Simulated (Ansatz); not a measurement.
Consider the isomerisation: `F[Si@@H]1O[C@H]1[SiH3]` → `OC1(F)[SiH2][SiH2]1`.

Program: Ansatz. Geometries: PBE0-D4/def2-TZVP. ΔE: electronic, gas phase. CCSD(T)/CBS adds triple-zeta CCSD(T) − MP2 to the extrapolated MP2 energy (def2 sets, frozen cores). DFT in def2-TZVPP. HSE06 is defined as in plane-wave codes. Each species was taken in one conformer, which may not be the lowest.

Question: Is it downhill or uphill in electronic energy at CCSD(T)/CBS, and by how much? (An estimate is asked.)

Answer: Ansatz gave: Uphill: ΔE = +321.6 kJ/mol.

Question: What do these levels give: PBE-D4, revPBE-D4, r2SCANh-D4, HSE06-D4, CAM-B3LYP-D4, ωB97M-V, PBE-QIDH, r2SCAN0, CCSD/def2-SVP, MP2/def2-TZVPP, CCSD(T)/def2-TZVPP, MP2/CBS(def2)? (An estimate is asked.)

Answer: The calculation gave: PBE-D4 271.7, revPBE-D4 274.7, r2SCANh-D4 305.0, HSE06-D4 284.9, CAM-B3LYP-D4 314.4, ωB97M-V 312.5, PBE-QIDH 312.7, r2SCAN0 308.1, CCSD/def2-SVP 276.6, MP2/def2-TZVPP 340.5, CCSD(T)/def2-TZVPP 320.1, MP2/CBS(def2) 342.0 kJ/mol.

Largest T1 diagnostic among the species: 0.015.

From BLYP to BHLYP (50 % exact exchange), in def2-TZVPP and without D4, ΔE moves by +23.9 kJ/mol. Leaving LDA and LC-ωPBE aside and taking each functional with its dispersion term where it has one, the values, not all of them listed here, spread over 50.8 kJ/mol, from PBE-D4 to B2PLYP. LDA lies −13.9 kJ/mol from PBE without D4.
